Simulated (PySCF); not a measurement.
Al(Cl)2(nBu), C₄H₉AlCl₂, SMILES CCC[CH2][Al]([Cl])[Cl] (GFN2-xTB optimised geometry):

```
16

Al    -0.031     1.891     0.000
Cl     2.005     1.891     0.000
Cl    -0.981     3.692     0.000
C     -1.063     0.174    -0.010
C     -0.155    -1.055     0.131
C     -0.928    -2.377     0.127
C     -1.533    -2.713    -1.232
H     -1.809     0.172     0.794
H     -1.644     0.099    -0.937
H      0.577    -1.067    -0.680
H      0.405    -0.980     1.067
H     -0.245    -3.180     0.414
H     -1.721    -2.335     0.877
H     -0.760    -2.730    -1.998
H     -2.287    -1.986    -1.520
H     -2.005    -3.692    -1.202
```

Level of theory: PBE0/def2-TZVP (PySCF).

Task: What are the frontier orbital energies and the dipole moment?

Result: HOMO-2 -9.21 eV, HOMO-1 -9.18 eV, HOMO -8.01 eV, LUMO -0.77 eV, LUMO+1 -0.35 eV; dipole moment 1.78 D.

Meta-Löwdin charges at PBE0/def2-TZVP: Al1 0.85, Cl2 -0.31, Cl3 -0.31, C4 -0.49, C5 -0.18, C6 -0.19, C7 -0.35, H8 0.12, H9 0.12, H10 0.10, H11 0.10, H12 0.11, H13 0.10, H14 0.11, H15 0.11, H16 0.12.
